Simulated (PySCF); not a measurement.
Molecule: `InChI=1S/C4H4F4O2/c5-2-1-9-3(2)10-4(6,7)8/h2-3H,1H2/t2-,3-/m1/s1`.

Bonds (- single, = double, # triple, : aromatic): F1-C2, C2-C3, C3-O4, O4-C5, C5-O6, O6-C7, C7-F8, C7-F9, C7-F10, C5-C2. C2 carries H11; C3 carries H12, H13; C5 carries H14. Stereochemistry as in F[C@@H]1CO[C@@H]1OC(F)(F)F. H12 is cis to F1 on the ring; H13 is trans to F1 on the ring.

Frames of a GFN2-xTB Langevin trajectory at 400 K; GIAO PBE0/pcSseg-1 shieldings in PySCF 2.14, gas phase, non-relativistic; equivalent atoms averaged within each frame.

Shifts are taken against calculated references (same method and geometry level): ¹⁹F (170.95 ppm) vs CFCl3; ¹³C (186.93 ppm) and ¹H (31.72 ppm) vs TMS; H2O for ¹⁷O (336.08 ppm). The references are static minima.

How do the shifts (ppm) fluctuate along the trajectory?

Answers


| time (fs) | F8/F9/F10 | F1 | C7 | C5 | C2 | C3 | O6 | O4 | H14 | H11 |
| --- | --- | --- | --- | --- | --- | --- | --- | --- | --- | --- |
| optimised geometry | -73.6 | -215.3 | 130.8 | 107.3 | 86.8 | 81.0 | 159.8 | 72.0 | 6.09 | 5.53 |
| 250 | -74.5 | -211.2 | 128.2 | 115.6 | 94.8 | 88.2 | 159.8 | 122.1 | 6.71 | 6.34 |
| 425 | -76.8 | -197.2 | 127.8 | 105.2 | 96.7 | 73.8 | 150.1 | 73.9 | 5.48 | 5.72 |
| 625 | -55.9 | -216.2 | 135.3 | 120.8 | 77.7 | 80.9 | 157.7 | 72.3 | 6.22 | 4.85 |
| 800 | -62.7 | -185.1 | 130.7 | 108.6 | 98.7 | 92.9 | 154.5 | 85.5 | 6.57 | 6.49 |
| 1000 | -76.7 | -222.7 | 129.3 | 106.3 | 80.4 | 77.2 | 161.5 | 69.1 | 6.32 | 5.50 |
| mean of frames | -69.3 | -206.5 | 130.3 | 111.3 | 89.7 | 82.6 | 156.7 | 84.6 | 6.26 | 5.78 |
| standard deviation | 9.5 | 15.2 | 3.0 | 6.7 | 9.8 | 7.9 | 4.5 | 21.9 | 0.48 | 0.66 |

5 frames give an uncertainty of the mean of about the standard deviation over 2.2 at best, since frames this close in time may not be independent; classical motion lacks zero-point vibration, and the reference would need the same averaging.
